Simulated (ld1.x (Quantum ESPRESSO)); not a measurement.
# Logarithmic derivatives: Be (Z = 4), PAW

| Property | Result |
| --- | --- |
| Element | Be (Z = 4) |
| Generator | ld1.x (Quantum ESPRESSO) 7.5 |
| Type | PAW |
| Functional | PBE |
| Relativity | scalar-relativistic |
| Frozen core | none |
| Valence charge | 4 |
| Reference configuration | 1s2 2s2 2p0 |
| Partial waves | 1s (bound): rcut 0.80, rcutus 0.85 bohr; 2s (bound): rcut 0.80, rcutus 0.85 bohr; 2p (bound, empty): rcut 2.75, rcutus 2.90 bohr; 2p channel at 0.2 Ry: rcut 2.75, rcutus 2.90 bohr; 3d channel at -0.1 Ry: rcut 2.15, rcutus 2.60 bohr; 3d channel at 1.7 Ry: rcut 2.15, rcutus 2.60 bohr |
| Local potential | all-electron potential smoothed inside 0.80 bohr (lloc = -2) |
| Core correction | none |
| Augmentation charge | PSQ, inside the norm-conserving radii |

The phase is arctan(r·u′/u) with u = r·R(r), unwrapped; energies in Ry, scanned from -10 to 5 Ry. A pole is an energy at which the radial function vanishes at the test radius. The pseudo phase is shifted by a multiple of π to meet the all-electron one at the reference energy, and phase errors are pseudo minus all-electron; the curves can meet again beyond the range given. Levels narrower than the energy grid can be missing from the lists of poles.

```csv
channel,radius (bohr),reference energy (Ry),"poles, all-electron","poles, pseudo",unbroken range about the reference energy with phases within 0.05 rad,phase error 1 Ry above the reference energy (rad)
s,3.14,-0.41,"0.13, 4.17","0.13, 4.17",the whole range,+0.000
p,3.14,-0.15,"0.41, 3.69","0.41, 2.52",below 1.3,-0.002
d,3.14,-0.10,2.22,2.22,below 4.0,-0.002
```

The ghost test of this file was not conclusive. Its overlap operator is not positive definite in a basis up to 400 Ry (lowest eigenvalue d -146.34), so the file is unfit for use: the generalised eigenproblem breaks down once the basis is large enough, and its test numbers describe a broken file.

Phases in the d channel:

```json
{"E (Ry)": "-10.00", "all-electron": "1.471", "pseudo": "1.471"}
{"E (Ry)": "-9.52", "all-electron": "1.469", "pseudo": "1.469"}
{"E (Ry)": "-9.04", "all-electron": "1.466", "pseudo": "1.466"}
{"E (Ry)": "-8.56", "all-electron": "1.464", "pseudo": "1.464"}
{"E (Ry)": "-8.08", "all-electron": "1.460", "pseudo": "1.460"}
{"E (Ry)": "-7.60", "all-electron": "1.457", "pseudo": "1.457"}
{"E (Ry)": "-7.12", "all-electron": "1.454", "pseudo": "1.454"}
{"E (Ry)": "-6.64", "all-electron": "1.450", "pseudo": "1.450"}
{"E (Ry)": "-6.16", "all-electron": "1.445", "pseudo": "1.445"}
{"E (Ry)": "-5.68", "all-electron": "1.440", "pseudo": "1.440"}
{"E (Ry)": "-5.20", "all-electron": "1.435", "pseudo": "1.435"}
{"E (Ry)": "-4.72", "all-electron": "1.428", "pseudo": "1.428"}
{"E (Ry)": "-4.24", "all-electron": "1.421", "pseudo": "1.421"}
{"E (Ry)": "-3.76", "all-electron": "1.412", "pseudo": "1.412"}
{"E (Ry)": "-3.28", "all-electron": "1.402", "pseudo": "1.402"}
{"E (Ry)": "-2.80", "all-electron": "1.389", "pseudo": "1.389"}
{"E (Ry)": "-2.32", "all-electron": "1.373", "pseudo": "1.373"}
{"E (Ry)": "-1.84", "all-electron": "1.353", "pseudo": "1.353"}
{"E (Ry)": "-1.36", "all-electron": "1.324", "pseudo": "1.324"}
{"E (Ry)": "-0.88", "all-electron": "1.282", "pseudo": "1.282"}
{"E (Ry)": "-0.40", "all-electron": "1.209", "pseudo": "1.210"}
{"E (Ry)": "0.08", "all-electron": "1.057", "pseudo": "1.057"}
{"E (Ry)": "0.56", "all-electron": "0.552", "pseudo": "0.551"}
{"E (Ry)": "1.04", "all-electron": "-0.847", "pseudo": "-0.848"}
{"E (Ry)": "1.52", "all-electron": "-1.358", "pseudo": "-1.358"}
{"E (Ry)": "2.00", "all-electron": "-1.523", "pseudo": "-1.523"}
{"E (Ry)": "2.48", "all-electron": "-1.620", "pseudo": "-1.620"}
{"E (Ry)": "2.96", "all-electron": "-1.708", "pseudo": "-1.710"}
{"E (Ry)": "3.44", "all-electron": "-1.839", "pseudo": "-1.846"}
{"E (Ry)": "3.92", "all-electron": "-2.211", "pseudo": "-2.251"}
{"E (Ry)": "4.40", "all-electron": "-3.791", "pseudo": "-3.853"}
{"E (Ry)": "4.88", "all-electron": "-4.407", "pseudo": "-4.412"}
```
